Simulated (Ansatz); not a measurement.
Consider the adduct formation: `[F][In]([F])[F]` + H₂S → `[F][In-]([F])([F])[SH2+]`.

Calculated with Ansatz (gas phase, PBE0-D4/def2-TZVP geometries, no zero-point term in ΔE). CCSD(T)/CBS is the MP2 limit (def2-TZVPP, def2-QZVPP) plus CCSD(T) − MP2 in def2-TZVPP, frozen cores. This one scheme is used for every species. Functionals use def2-TZVPP. Elements past krypton have def2 core potentials. For In outer-core shells are correlated without core-valence functions, which leaves a few kJ/mol of doubt a bond. Each species was taken in one conformer, which may not be the lowest.

```tsv
level	ΔE (eV)
PBE	-0.81
r2SCANh	-0.93
BHLYP	-0.82
CCSD(T)/def2-SVP	-0.93
```

Question: What does CCSD(T)/CBS give? (Best estimate.)

Answer: Ansatz gave: -0.93 eV. The listed levels differ from it by 0.12, 0.00, 0.11, 0.00 eV.

Largest T1 diagnostic among the species: 0.018.

From PBE to PBE0 (25 % exact exchange), in def2-TZVPP and without D4, ΔE moves by −0.04 eV. The D4 term adds −0.11 eV with B3LYP and −0.06 eV with PBE0; it sums over pairs of atoms, weighted by their polarisabilities, and B3LYP, whose exchange is more repulsive, gets the larger term. Leaving LDA and LC-ωPBE aside and taking each functional with its dispersion term where it has one, the values, not all of them listed here, spread over 0.16 eV, from r2SCAN0-D4 to revPBE-D4. LDA lies −0.31 eV from PBE without D4.

B3LYP here is the variant with VWN-RPA as its local correlation; programs differ in this.
